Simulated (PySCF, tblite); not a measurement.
Isomers of C3H10N3Si2 (doublet state). Computed values, GFN2-xTB/tblite, gas phase, harmonic and unscaled. Against measured fundamentals such values can be off by several per cent, at times by over 20. Modes of hydrogen on silicon can be 10 to 20 % off. One conformer each. Open shells enter through the occupations alone, without spin polarisation, and single modes of such species can be off by tens of per cent.

Electronic energies: B3LYP/pcH-1 single points on the GFN2-xTB geometries (PySCF, gas phase).

| SMILES | electronic energy, lowest = 0 (kcal/mol) |
| --- | --- |
| [NH]CC#C[Si@H](N)[SiH2]N | 30.3 |
| NCC#C[Si@@H](N)[SiH]N | 7.7 |
| N[CH]C#C[Si@H](N)[SiH2]N | 0.0 |
| [NH][SiH2][Si@@H](N)C#CCN | 32.5 |
| [NH][Si@H](C#CCN)[SiH2]N | 33.7 |

**Question.** How do GFN2-xTB zero-point energies change the relative energies?

**Answer.** 
```tsv
SMILES	ZPE (kcal/mol)	of it from modes above 1550 cm⁻¹	electronic (kcal/mol)	with ZPE, lowest = 0 (kcal/mol)	lowest mode (cm⁻¹)	rings
N[CH]C#C[Si@H](N)[SiH2]N	79.0	46.4	0.0	0.0	15	0
NCC#C[Si@@H](N)[SiH]N	81.9	49.6	7.7	10.6	5i	0
[NH]CC#C[Si@H](N)[SiH2]N	78.3	44.8	30.3	29.6	46	0
[NH][SiH2][Si@@H](N)C#CCN	79.2	47.9	32.5	32.7	10	0
[NH][Si@H](C#CCN)[SiH2]N	79.3	48.2	33.7	34.1	14i	0
```

The zero-point energies span 3.6 kcal/mol, from `[NH]CC#C[Si@H](N)[SiH2]N` to `NCC#C[Si@@H](N)[SiH]N`. Slightly imaginary modes are left out of the zero-point energy: `NCC#C[Si@@H](N)[SiH]N` 5.0i cm⁻¹ and `[NH][Si@H](C#CCN)[SiH2]N` 14.3i cm⁻¹. The order is unchanged.

**Question.** And how do the electronic energies of GFN2-xTB itself compare?

**Answer.** `N[CH]C#C[Si@H](N)[SiH2]N` 0.0; `NCC#C[Si@@H](N)[SiH]N` 5.6; `[NH]CC#C[Si@H](N)[SiH2]N` 22.1; `[NH][SiH2][Si@@H](N)C#CCN` 8.7; `[NH][Si@H](C#CCN)[SiH2]N` 10.8 kcal/mol, lowest = 0. Against the energies above, taken from the same isomer `N[CH]C#C[Si@H](N)[SiH2]N`, the largest difference is 23.8 kcal/mol.
